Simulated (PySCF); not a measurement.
GaO, SMILES [O]=[Ga], multiplicity 2.

Coordinates come from a PBE-D3(BJ)/def2-TZVPD optimisation.

Method: PBE-D3(BJ)/def2-TZVPD (PySCF).

Frequencies are harmonic and unscaled.

Computed vibrational spectrum:
```csv
mode,ν (cm⁻¹),IR (km/mol),moving atoms (share of kinetic energy)
1,755,19.6,"O 81 %, Ga 19 %"
```
